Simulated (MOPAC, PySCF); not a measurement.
H₂F₂Si, SMILES `F[SiH2]F`, neutral singlet in the gas phase. 

Cartesian coordinates (Å):
```xyz
5

F      1.2937    -0.8616    -0.1165
Si    -0.0004     0.0563     0.0098
F     -1.2801    -0.8695    -0.1862
H      0.0258     1.0507    -1.0720
H     -0.0389     0.6241     1.3648
```
Charge 0, multiplicity 1.

All levels are single points at this geometry (B3LYP-D3(BJ)/def2-TZVP); Pople sets use spherical d functions. Orbital energies aren't observables, and empty levels follow the basis.

B3LYP-D3(BJ)/def2-TZVP in PySCF gives HOMO (eV) = -9.72.

Q: Estimate the HOMO (eV) from each of these levels: B3LYP/3-21G in PySCF; B3LYP/6-31G* in PySCF; B3LYP/LANL2DZ in PySCF; BP86/6-31G* in PySCF; PBE/6-31G* in PySCF; SVWN5/6-31G* in PySCF; HF/3-21G in PySCF; HF/6-31G* in PySCF; HF/STO-3G in PySCF; AM1 in MOPAC; PM3 in MOPAC; PM7 in MOPAC.

A: 
```tsv
level	HOMO (eV)
B3LYP/3-21G in PySCF	-9.38
B3LYP/6-31G* in PySCF	-9.48
B3LYP/LANL2DZ in PySCF	-10.07
BP86/6-31G* in PySCF	-8.23
PBE/6-31G* in PySCF	-8.11
SVWN5/6-31G* in PySCF	-8.13
HF/3-21G in PySCF	-13.65
HF/6-31G* in PySCF	-13.60
HF/STO-3G in PySCF	-10.38
AM1 in MOPAC	-11.59
PM3 in MOPAC	-10.94
PM7 in MOPAC	-13.22
```
